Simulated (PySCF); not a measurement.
Calculated NMR parameters of C=C1C[C@@H](Cl)[C@H]1OC

```
Formula                               : C6H9ClO
SMILES                                : C=C1C[C@@H](Cl)[C@H]1OC
InChI                                 : InChI=1S/C6H9ClO/c1-4-3-5(7)6(4)8-2/h5-6H,1,3H2,2H3/t5-,6+/m1/s1
Point group of the computed structure : C1
Degrees of unsaturation               : 2
Carbon signals                        : 6
Proton signals                        : 7
```

Atom-mapped SMILES (the numbers label the heavy atoms): `[CH2:1]=[C:2]1[CH2:3][C@@H:4]([Cl:5])[C@H:6]1[O:7][CH3:8]` (H(Xn): hydrogen on atom n). Ha(C1) is cis to C3; Ha(C3) is cis to Cl5 on the ring; Hb(C1) is trans to C3; Hb(C3) is trans to Cl5 on the ring.

[PySCF 2.14.0 with density-fitted response routines: structure optimised with GFN2-xTB; σ from GIAO-PBE0/pcSseg-1; isolated molecule; a single conformation; relativity neglected; rapidly exchanging positions averaged]

Referencing at the same level of theory: ¹H and ¹³C vs TMS; ¹⁷O vs H2O.

```tsv
carbon	δC, type	δH (multiplicity)	HMBC from (2–3 bonds)	span of the C tensor (ppm)
C1	120.3, CH2	Ha(C1) 5.54 (br s); Hb(C1) 5.76 (br s)	H(C6), Hb(C3), Ha(C3)	218
C2	155.3, C	–	Hb(C1), Ha(C1), H(C4), H(C6), Hb(C3), Ha(C3)	213
C3	40.8, CH2	Ha(C3) 2.79 (m); Hb(C3) 3.17 (m)	Hb(C1), Ha(C1), H(C4), H(C6)	46
C4	60.3, CH	4.33 (m)	H(C6), Hb(C3), Ha(C3)	63
C6	82.3, CH	4.18 (m)	Hb(C1), Ha(C1), H(C4), H(C8), Hb(C3), Ha(C3)	54
C8	59.2, CH3	3.54 (s)	H(C6)	88
```

Other nuclei:
```tsv
atoms	nucleus	environment	δ (ppm)	σ (ppm)
O7	¹⁷O	ether oxygen	45.9	290.2
```

1. Carbon types of the structure: 1 × C, 2 × CH, 2 × CH2, 1 × CH3, which accounts for all hydrogens.
2. δC 155.3: fully substituted alkene carbon; an sp2 carbon of a C=C bond.
3. δC 120.3: terminal =CH2 carbon; an sp2 carbon of a C=C bond.
4. δC 82.3: allylic sp3 CH bonded to O; the inductive effect lowers its shielding.
5. δC 60.3: sp3 CH bonded to Cl; deshielded by the electronegative neighbour.
6. δH 3.17, 2.79: hydrogen on an allylic sp3 CH2; allylic position.

Carbons that carry Cl, above all several Cl atoms, come out too deshielded, partly because spin–orbit coupling is missing. Shifts are as computed. Against solution values, carbons near 30 ppm lie about +3 ppm off and those near 130 ppm about +5 ppm; carbons on Cl a further +6 ppm. Of 1211 compounds with measured shifts, 218 miss one by over three times the rms of a fit or turn the order of signals round; such compounds aren't used in these exercises. Experimental scales use liquid or dissolved standards, which lie at an offset from isolated H2O (liquid H2O: subtract about 36 ppm). Multiplicities follow the n + 1 count of equivalent neighbours, as no J values were calculated; m marks all less simple cases, F and P coupling included.
